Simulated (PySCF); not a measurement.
PySCF job for C4H7F, SMILES CC/C=C\F, PBE-D3(BJ)/def2-SVP. Coordinates come from a PBE-D3(BJ)/def2-SVP optimisation. Other conformers were not sampled.

```python
import numpy as np
from pyscf import gto, scf, dft, df
from pyscf.hessian import thermo

mol = gto.M(
    atom='''
    C    -1.96641148    0.87853130   -0.40701425
    C    -0.78022306   -0.01653887   -0.79368547
    C    -0.16077161   -0.71474266    0.38324309
    C     1.11130309   -0.57671254    0.78649858
    F     1.99689412    0.21210409    0.14317710
    H    -2.41778310    1.35403335   -1.30117538
    H    -1.64947429    1.68420506    0.28569826
    H    -2.76325410    0.29711710    0.10187007
    H    -1.12751974   -0.78045050   -1.52565978
    H    -0.00305288    0.58024072   -1.31290585
    H    -0.79266533   -1.38375321    0.99145356
    H     1.55832077   -1.08355277    1.65787336
    ''',
    basis='def2-SVP',
    charge=0,
    spin=0,
    max_memory=1600,
    verbose=3,
)
mf = dft.RKS(mol, xc='pbe').density_fit(auxbasis='def2-universal-jkfit')
mf.disp = 'd3bj'
mf.grids.level = 3
mf.conv_tol = 1e-11
mf.max_cycle = 100
mf.kernel()

# [left out here: the lines that compute and print the analytic Hessian (its translational invariance restored by hand, since the grid's response is missing), thermochemistry and intensities]
```

Program output:

```
converged SCF energy = -255.958481127945

WARN: DFTD3 does not support analytical Hessian, using finite difference


WARN: Mole.unit (angstrom) is changed to Bohr

Mode                                 0                   1                   2
Irrep
Freq [cm^-1]                       59.0515            197.9015            250.2734
Reduced mass [au]                   2.7516              1.8036              1.7614
Force const [Dyne/A]                0.0057              0.0416              0.0650
Char temp [K]                      84.9620            284.7362            360.0877
Normal mode                   x     y     z       x     y     z       x     y     z
       0   C                -0.12 -0.07 -0.03   -0.05 -0.00  0.03   -0.03  0.03 -0.07
       1   C                 0.03  0.10  0.02   -0.07 -0.01 -0.05    0.03  0.04  0.08
       2   C                -0.00  0.09  0.03    0.01  0.04 -0.07    0.01 -0.02  0.06
       3   C                 0.02  0.00  0.01   -0.00  0.01 -0.02    0.05 -0.10 -0.03
       4   F                 0.07 -0.08 -0.02    0.09 -0.02  0.07   -0.05  0.03 -0.01
       5   H                -0.09 -0.06 -0.04   -0.32 -0.26  0.03   -0.14 -0.29 -0.18
       6   H                -0.29 -0.08  0.06    0.07  0.19 -0.25   -0.07  0.28 -0.34
       7   H                -0.10 -0.21 -0.15    0.14  0.05  0.38    0.07  0.10  0.16
       8   H                 0.18  0.10 -0.06   -0.14 -0.06  0.03    0.11  0.04  0.05
       9   H                 0.01  0.22  0.13   -0.12 -0.03 -0.17    0.06  0.05  0.13
      10   H                -0.04  0.14  0.05    0.02  0.04 -0.05    0.03 -0.11 -0.01
      11   H                -0.01 -0.02  0.01   -0.09 -0.02  0.01    0.15 -0.22 -0.16
Mode                                 3                   4                   5
Irrep
Freq [cm^-1]                      283.5274            502.9437            657.4890
Reduced mass [au]                   2.0855              2.7102              2.8379
[...]
Reduced mass [au]                   1.9885              2.1729              1.3620
Force const [Dyne/A]                1.2947              1.6344              1.1819
Char temp [K]                    1512.4679           1625.6459           1746.0621
Normal mode                   x     y     z       x     y     z       x     y     z
       0   C                -0.03  0.06  0.11   -0.03 -0.05  0.02   -0.04 -0.05  0.01
       1   C                 0.06 -0.11 -0.09    0.06  0.08 -0.07    0.02  0.06 -0.02
       2   C                -0.01  0.05  0.02   -0.01 -0.07  0.09   -0.00  0.02 -0.02
       3   C                 0.00  0.00 -0.00    0.01  0.07 -0.08   -0.04 -0.06  0.06
       4   F                -0.01 -0.00  0.00   -0.03 -0.04  0.04    0.02  0.04 -0.04
       5   H                 0.14 -0.21 -0.12    0.15  0.04 -0.03    0.12  0.07 -0.01
       6   H                -0.35  0.29 -0.01    0.10  0.02 -0.11    0.15 -0.02 -0.11
       7   H                -0.20  0.07 -0.13   -0.17  0.17  0.04   -0.10  0.10  0.07
       8   H                -0.01  0.09 -0.27   -0.12  0.04  0.06   -0.20  0.12  0.02
       9   H                 0.13 -0.05  0.08   -0.16  0.12 -0.35    0.26 -0.23  0.00
      10   H                 0.07 -0.05 -0.01    0.14 -0.10  0.20    0.41 -0.10  0.30
      11   H                 0.02 -0.07 -0.05    0.15  0.13 -0.12   -0.36 -0.22  0.13
Mode                                15                  16                  17
Irrep
Freq [cm^-1]                     1243.5728           1278.3146           1343.3819
Reduced mass [au]                   1.1955              1.3051              1.2685
Force const [Dyne/A]                1.0893              1.2565              1.3488
Char temp [K]                    1789.2243           1839.2101           1932.8275
Normal mode                   x     y     z       x     y     z       x     y     z
       0   C                 0.04  0.04  0.03   -0.00 -0.01  0.05    0.10 -0.08 -0.02
       1   C                -0.03  0.02 -0.04   -0.08  0.08 -0.04   -0.03  0.02 -0.01
       2   C                 0.00 -0.04  0.02   -0.02  0.00 -0.04    0.01 -0.00 -0.00
       3   C                -0.04 -0.02  0.02   -0.00 -0.01  0.01    0.00  0.00  0.00
       4   F                 0.02  0.02 -0.02   -0.00 -0.01  0.01   -0.00 -0.00  0.00
       5   H                -0.02 -0.11 -0.03    0.16 -0.10 -0.08   -0.31  0.22  0.33
       6   H                -0.15  0.10  0.05    0.08  0.06 -0.08   -0.46  0.18 -0.05
       7   H                 0.05 -0.11 -0.13   -0.04 -0.06 -0.08   -0.27  0.42 -0.01
       8   H                 0.45 -0.38  0.15    0.31 -0.28  0.14    0.04 -0.05  0.04
       9   H                -0.30  0.27 -0.15    0.36 -0.33  0.14    0.08 -0.07  0.05
      10   H                 0.21 -0.06  0.22    0.07 -0.01  0.05   -0.01  0.00 -0.02
      11   H                -0.27 -0.12  0.07    0.40  0.22 -0.06   -0.01  0.00  0.01
Mode                                18                  19                  20
Irrep
Freq [cm^-1]                     1364.6623           1407.0854           1418.5531
Reduced mass [au]                   1.5110              1.0801              1.0370
Force const [Dyne/A]                1.6579              1.2599              1.2294
Char temp [K]                    1963.4452           2024.4826           2040.9821
Normal mode                   x     y     z       x     y     z       x     y     z
       0   C                -0.00 -0.01  0.02   -0.00 -0.00 -0.02   -0.03 -0.03 -0.00
       1   C                -0.06  0.05 -0.02   -0.02  0.00  0.07   -0.01 -0.02 -0.01
       2   C                 0.05 -0.04  0.08   -0.01  0.01 -0.01    0.00 -0.00  0.00
       3   C                 0.08  0.06 -0.04   -0.02 -0.02  0.01    0.00  0.00 -0.00
       4   F                -0.02 -0.01  0.00    0.01  0.00 -0.00   -0.00 -0.00  0.00
       5   H                 0.05 -0.04 -0.02    0.13 -0.00 -0.07    0.43  0.52  0.06
       6   H                 0.09  0.04 -0.08   -0.19 -0.08  0.17   -0.27  0.30 -0.26
       7   H                -0.03 -0.06 -0.08    0.09  0.12  0.26    0.33 -0.25  0.28
       8   H                 0.16  0.01 -0.10    0.39  0.23 -0.39   -0.01 -0.06  0.03
       9   H                 0.17 -0.26 -0.05   -0.11 -0.34 -0.50   -0.03  0.08  0.08
      10   H                -0.32  0.04 -0.22    0.06 -0.02  0.03   -0.03  0.01 -0.02
      11   H                -0.50 -0.24  0.09    0.08  0.04 -0.01   -0.01 -0.01  0.00
Mode                                21                  22                  23
Irrep
Freq [cm^-1]                     1430.1797           1703.2370           2958.1709
Reduced mass [au]                   1.0901              7.1345              1.0679
Force const [Dyne/A]                1.3138             12.1945              5.5058
Char temp [K]                    2057.7101           2450.5789           4256.1494
Normal mode                   x     y     z       x     y     z       x     y     z
       0   C                 0.00 -0.01  0.04    0.00 -0.00  0.00   -0.00 -0.00 -0.01
       1   C                 0.01 -0.02  0.06    0.02 -0.01  0.02    0.00  0.04  0.06
       2   C                -0.01  0.01 -0.02   -0.18 -0.00 -0.08    0.00  0.00  0.00
       3   C                -0.02 -0.01  0.01    0.18  0.04  0.03   -0.00 -0.00  0.00
       4   F                 0.00  0.00 -0.00   -0.02 -0.01  0.00    0.00  0.00 -0.00
       5   H                -0.21  0.19  0.23   -0.00  0.00  0.01    0.01 -0.01  0.02
       6   H                 0.27  0.27 -0.43   -0.01  0.01 -0.00    0.02  0.05  0.04
       7   H                -0.10 -0.28 -0.46   -0.01  0.01 -0.00   -0.01 -0.01  0.00
       8   H                 0.10  0.15 -0.17    0.03 -0.04  0.04   -0.29 -0.62 -0.58
       9   H                -0.11 -0.09 -0.22   -0.04  0.03 -0.04    0.24  0.19 -0.14
      10   H                 0.04 -0.01  0.01    0.05 -0.08  0.12    0.00  0.00 -0.00
      11   H                 0.08  0.04 -0.01   -0.06 -0.11  0.12   -0.00  0.00 -0.00
Mode                                24                  25                  26
Irrep
Freq [cm^-1]                     2969.0718           3029.7140           3057.9175
Reduced mass [au]                   1.0366              1.0966              1.1026
Force const [Dyne/A]                5.3841              5.9309              6.0747
Char temp [K]                    4271.8332           4359.0840           4399.6625
Normal mode                   x     y     z       x     y     z       x     y     z
       0   C                 0.04 -0.02 -0.01    0.02  0.03 -0.01    0.03  0.06 -0.04
       1   C                -0.00 -0.00 -0.00   -0.06 -0.05  0.02    0.02  0.02 -0.01
       2   C                -0.00 -0.00 -0.00    0.00  0.00 -0.00   -0.00 -0.00  0.00
       3   C                -0.00 -0.00  0.00   -0.00 -0.00  0.00    0.00  0.00 -0.00
       4   F                 0.00  0.00 -0.00   -0.00  0.00 -0.00   -0.00 -0.00  0.00
       5   H                -0.21  0.23 -0.45    0.05 -0.04  0.10    0.20 -0.20  0.40
       6   H                 0.17  0.39  0.33   -0.06 -0.14 -0.13   -0.08 -0.20 -0.19
       7   H                -0.43 -0.33  0.28   -0.18 -0.13  0.11   -0.49 -0.36  0.31
       8   H                 0.01  0.02  0.02    0.09  0.19  0.19   -0.03 -0.07 -0.07
       9   H                 0.00  0.00 -0.00    0.58  0.46 -0.39   -0.21 -0.16  0.14
      10   H                 0.00  0.00 -0.00   -0.04 -0.05  0.04    0.03  0.03 -0.02
      11   H                 0.00 -0.00  0.00   -0.00  0.00 -0.01    0.00 -0.00  0.01
Mode                                27                  28                  29
Irrep
Freq [cm^-1]                     3065.0390           3099.0402           3126.3679
Reduced mass [au]                   1.1040              1.0852              1.1011
Force const [Dyne/A]                6.1109              6.1407              6.3410
Char temp [K]                    4409.9087           4458.8288           4498.1473
Normal mode                   x     y     z       x     y     z       x     y     z
       0   C                -0.04 -0.02 -0.07    0.00  0.00 -0.00   -0.00 -0.00  0.00
       1   C                -0.01 -0.01 -0.00    0.01  0.00 -0.00   -0.00 -0.00 -0.00
       2   C                 0.00  0.00 -0.00    0.04  0.04 -0.04   -0.03 -0.02  0.02
       3   C                 0.00 -0.00  0.00    0.01 -0.02  0.03    0.04 -0.03  0.06
       4   F                -0.00 -0.00 -0.00   -0.00 -0.00  0.00   -0.00 -0.00 -0.00
       5   H                 0.24 -0.27  0.49   -0.00  0.00 -0.00    0.00 -0.00  0.00
       6   H                 0.21  0.52  0.44   -0.00 -0.00 -0.00    0.00  0.00  0.00
       7   H                 0.05  0.04 -0.05   -0.01 -0.01  0.01    0.00  0.00 -0.00
       8   H                 0.03  0.07  0.06   -0.01 -0.02 -0.02    0.01  0.01  0.01
       9   H                 0.05  0.04 -0.03   -0.05 -0.04  0.04    0.02  0.01 -0.01
      10   H                -0.01 -0.01  0.01   -0.49 -0.52  0.47    0.24  0.25 -0.22
      11   H                -0.00  0.00 -0.00   -0.17  0.19 -0.33   -0.35  0.39 -0.67
temperature 298.1500 [K]
pressure 101325.00 [Pa]
Rotational constants [GHz] 11.91439 2.64019 2.40208
Symmetry number 1
Zero-point energy (ZPE) 0.09833 [Eh]   258174.108 [J/mol]
                           tot       elec      trans        rot        vib
Entropy [J/mol/K]       321.588      0.000    162.441    108.182     50.964
Cv [J/mol/K]             84.905      0.000     12.472     12.472     59.962
Cp [J/mol/K]             93.220      0.000     20.786     12.472     59.962
Internal energy [J/mol]                      3718.434   3718.434 266469.753
Internal energy [Eh]   -255.85416  -255.95848
Enthalpy [J/mol]                             6197.391   3718.434 266469.753
Enthalpy [Eh]          -255.85321
Gibbs free energy [J/mol]                  -42234.501 -28536.158 251274.718
Gibbs free energy [Eh] -255.88973
mode   freq/cm-1   IR/(km/mol)
   1       59.05         0.196
   2      197.90         1.717
   3      250.27         3.261
   4      283.53         1.920
   5      502.94         5.360
   6      657.49         0.981
   7      749.18        28.917
   8      780.38         8.200
   9      867.34         4.783
  10      894.13         0.346
  11     1011.94        48.779
  12     1020.21         4.516
  13     1051.22         3.666
  14     1129.88        26.959
  15     1213.57        27.360
  16     1243.57        14.354
  17     1278.31         3.409
  18     1343.38         0.941
  19     1364.66        16.216
  20     1407.09         0.785
  21     1418.55         7.166
  22     1430.18         4.366
  23     1703.24        55.771
  24     2958.17        21.546
  25     2969.07        27.805
  26     3029.71         1.582
  27     3057.92        26.224
  28     3065.04        21.068
  29     3099.04         1.566
  30     3126.37        16.932
max |gradient| / (hartree/bohr): 9.043763663092158e-05
APT charges: [ 0.0683  0.0923 -0.1205  0.4672 -0.4598 -0.0272 -0.0114 -0.0168 -0.0397
 -0.0099  0.0253  0.0323]
```

Self-consistency was reached.
